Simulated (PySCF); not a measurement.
# Working out the excitation energy of Xe

Xe [Xe] (1S) → Xe [Kr] 4d10 5s1 5p6 5d1 (3D). Calculation: PySCF 2.14, in aug-cc-pwCVDZ-PP with ECP28MDF (6s5p4d1f, 48 functions); a scalar-relativistic core potential. Frozen: nothing. Energies in hartree (1 hartree = 27.21139 eV):

```json
{"part": "UHF", "Xe (lower)": "-328.291724", "Xe (upper)": "-327.322126"}
{"part": "MP2 opposite-spin", "Xe (lower)": "-0.368393", "Xe (upper)": "-0.413463"}
{"part": "MP2 same-spin", "Xe (lower)": "-0.210977", "Xe (upper)": "-0.210173"}
```

Question: What does Hartree-Fock give?

Answer: (-327.322126) − (-328.291724) = 0.969598 hartree = 26.384 eV.

Question: What do MP2 and SCS-MP2 (6/5 opposite-spin, 1/3 same-spin) give?

Answer: The opposite-spin parts differ by -1.226 eV and the same-spin parts by 0.022 eV. MP2: 26.384 + (-1.226) + (0.022) = 25.180 eV. SCS-MP2: 26.384 + 1.2 × (-1.226) + (0.022)/3 = 24.920 eV.

The upper state lies above the first ionisation limit, where it may autoionise and the basis confines it.

A double-zeta basis recovers only part of the correlation energy.
